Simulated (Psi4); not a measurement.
C2H11NSi2 (SMILES CN(C)[SiH2][SiH3]), singlet, at a GFN2-xTB geometry; MP2/6-31G** run with Psi4.

Input for Psi4:
```
memory 2 GB

molecule {
0 1
Si    2.13068285   -0.05739977   -0.48353646
Si    0.27806565   -0.34014867    0.85040859
N    -1.13930866   -0.00880977   -0.07298357
C    -1.21577590    1.08543002   -1.00592697
C    -2.43866968   -0.38490803    0.42037568
H     3.27540742   -0.76803593    0.09045223
H     2.55359806    1.34333094   -0.61029225
H     1.99342100   -0.54616509   -1.85926202
H     0.06201445   -1.72132119    1.30707093
H     0.36805769    0.45878894    2.09719698
H    -0.22731016    1.31411447   -1.39866421
H    -1.62304544    1.99200927   -0.53900700
H    -1.86985862    0.81559351   -1.84131805
H    -2.90936327    0.42539775    0.99125285
H    -3.09648689   -0.63670482   -0.41680370
H    -2.34707915   -1.25279345    1.06735738
}

set {
  basis 6-31g**
  freeze_core true
}

energy('mp2')
print_variables()
```

Question: What does Psi4 print? Leave out banner, timings and long lists.

Answer: 
```
    SCF Algorithm Type (re)set to DF.

   => Loading Basis Set <=

    Name: 6-31G**
    Role: ORBITAL
    Keyword: BASIS

         ---------------------------------------------------------
                                   SCF
               by Justin Turney, Rob Parrish, Andy Simmonett
                          and Daniel G. A. Smith
                              RHF Reference
         ---------------------------------------------------------

  ==> Geometry <==

    Molecular point group: c1
    Full point group: C1

    Geometry (in Angstrom), charge = 0, multiplicity = 1:

       Center              X                  Y                   Z               Mass
    ------------   -----------------  -----------------  -----------------  -----------------
         SI           2.095157705828    -0.044034533620    -0.493957205445    27.976926534650
         SI           0.242540505828    -0.326783433620     0.839987844555    27.976926534650
         N           -1.174833804172     0.004555466380    -0.083404315445    14.003074004430
         C           -1.251301044172     1.098795256380    -1.016347715445    12.000000000000
         C           -2.474194824172    -0.371542793620     0.409954934555    12.000000000000
         H            3.239882275828    -0.754670693620     0.080031484555     1.007825032230
         H            2.518072915828     1.356696176380    -0.620712995445     1.007825032230
         H            1.957895855828    -0.532799853620    -1.869682765445     1.007825032230
         H            0.026489305828    -1.707955953620     1.296650184555     1.007825032230
         H            0.332532545828     0.472154176380     2.086776234555     1.007825032230
         H           -0.262835304172     1.327479706380    -1.409084955445     1.007825032230
         H           -1.658570584172     2.005374506380    -0.549427745445     1.007825032230
         H           -1.905383764172     0.828958746380    -1.851738795445     1.007825032230
         H           -2.944888414172     0.438762986380     0.980832104555     1.007825032230
         H           -3.132012034172    -0.623339583620    -0.427224445445     1.007825032230
         H           -2.382604294172    -1.239428213620     1.056936634555     1.007825032230

  Running in c1 symmetry.

  Rotational constants: A =      0.18658  B =      0.05552  C =      0.04589 [cm^-1]
  Rotational constants: A =   5593.48314  B =   1664.49683  C =   1375.72371 [MHz]
  Nuclear repulsion =  301.830288506433419

  Charge       = 0
  Multiplicity = 1
  Electrons    = 58
  Nalpha       = 29
  Nbeta        = 29

  ==> Algorithm <==

  SCF Algorithm Type is DF.
  DIIS enabled.
  MOM disabled.
  Fractional occupation disabled.
  Guess Type is SAD.
  Energy threshold   = 1.00e-08
  Density threshold  = 1.00e-08
  Integral threshold = 1.00e-12

  ==> Primary Basis <==

  Basis Set: 6-31G**
    Blend: 6-31G**
    Number of shells: 67
    Number of basis functions: 138
    Number of Cartesian functions: 138
    Spherical Harmonics?: false
    Max angular momentum: 2

   => Loading Basis Set <=

    Name: (6-31G** AUX)
    Role: JKFIT
    Keyword: DF_BASIS_SCF

  ==> Integral Setup <==

  SCF_SUBTYPE=INCORE selected. In-core MEM_DF algorithm will be used.
  Using in-core AOs.

  ==> MemDFJK: Density-Fitted J/K Matrices <==

    J tasked:                   Yes
    K tasked:                   Yes
    wK tasked:                   No
    Algorithm:                 Core
    Schwarz Cutoff:           1E-12
    Mask sparsity (%):       8.2336
    Fitting Condition:        1E-10

   => Auxiliary Basis Set <=

  Basis Set: (6-31G** AUX)
    Blend: CC-PVDZ-JKFIT
    Number of shells: 243
    Number of basis functions: 778
    Number of Cartesian functions: 778
    Spherical Harmonics?: false
    Max angular momentum: 3

  Minimum eigenvalue in the overlap matrix is 4.6195570020E-03.
  Reciprocal condition number of the overlap matrix is 6.2870367878E-04.
[...]
  Energy and wave function converged.

  ==> Post-Iterations <==

    Orbital Energies [Eh]
    ---------------------

    Doubly Occupied:

[...]
    Virtual:

[...]
     138A      4.932076

    Final Occupation by Irrep:
              A
    DOCC [    29 ]
    NA   [    29 ]
    NB   [    29 ]

  @DF-RHF Final Energy:  -714.42313008091560

   => Energetics <=

    Nuclear Repulsion Energy =            301.8302885064334191
    One-Electron Energy =               -1586.1984355331583174
    Two-Electron Energy =                 569.9450169458093569
    Total Energy =                       -714.4231300809155982

Computation Completed

Properties will be evaluated at   0.000000,   0.000000,   0.000000 [a0]

Properties computed using the SCF density matrix

 Multipole Moments:

 ------------------------------------------------------------------------------------
     Multipole            Electronic (a.u.)      Nuclear  (a.u.)        Total (a.u.)
 ------------------------------------------------------------------------------------

 L = 1.  Multiply by 2.5417464519 to convert [e a0] to [Debye]
 Dipole X            :          3.5232859           -3.8937020           -0.3704162
 Dipole Y            :         -1.2903916            1.4648845            0.1744930
 Dipole Z            :          1.1144454           -1.1421562           -0.0277108
 Magnitude           :                                                    0.4103947

 ------------------------------------------------------------------------------------

  //>>>>>>>>>>>>>>>>>>>>>>>>>>>>>>>>>>>//
  //               DFMP2               //
  //<<<<<<<<<<<<<<<<<<<<<<<<<<<<<<<<<<<//

   => Loading Basis Set <=

    Name: (6-31G** AUX)
    Role: RIFIT
    Keyword: DF_BASIS_MP2

	 --------------------------------------------------------
	                          DF-MP2
	      2nd-Order Density-Fitted Moller-Plesset Theory

	        Rob Parrish, Justin Turney, Andy Simmonett,
	           Ed Hohenstein, and C. David Sherrill
	 --------------------------------------------------------

   => Auxiliary Basis Set <=

  Basis Set: (6-31G** AUX)
    Blend: CC-PVDZ-RI
    Number of shells: 168
    Number of basis functions: 474
    Number of Cartesian functions: 543
    Spherical Harmonics?: true
    Max angular momentum: 3

	 --------------------------------------------------------
	                 NBF =   138, NAUX =   474
	 --------------------------------------------------------
	   CLASS    FOCC     OCC    AOCC    AVIR     VIR    FVIR
	   PAIRS      13      29      16     109     109       0
	 --------------------------------------------------------

	-----------------------------------------------------------
	 ==================> DF-MP2 Energies <====================
	-----------------------------------------------------------
	 Reference Energy          =    -714.4231300809155982 [Eh]
	 Singles Energy            =      -0.0000000000000000 [Eh]
	 Same-Spin Energy          =      -0.1367207235399566 [Eh]
	 Opposite-Spin Energy      =      -0.5213021098267377 [Eh]
	 Correlation Energy        =      -0.6580228333666943 [Eh]
	 Total Energy              =    -715.0811529142822565 [Eh]
	-----------------------------------------------------------
	 ================> DF-SCS-MP2 Energies <==================
	-----------------------------------------------------------
	 SCS Same-Spin Scale       =       0.3333333333333333 [-]
	 SCS Opposite-Spin Scale   =       1.2000000000000000 [-]
	 SCS Same-Spin Energy      =      -0.0455735745133189 [Eh]
	 SCS Opposite-Spin Energy  =      -0.6255625317920853 [Eh]
	 SCS Correlation Energy    =      -0.6711361063054042 [Eh]
	 SCS Total Energy          =    -715.0942661872210238 [Eh]
	-----------------------------------------------------------

  Variable Map:
  ----------------------------------------------------------------------------
[...]
  Array Variable Map:
  ----------------------------------------------------------------------------
[...]
[...]
```
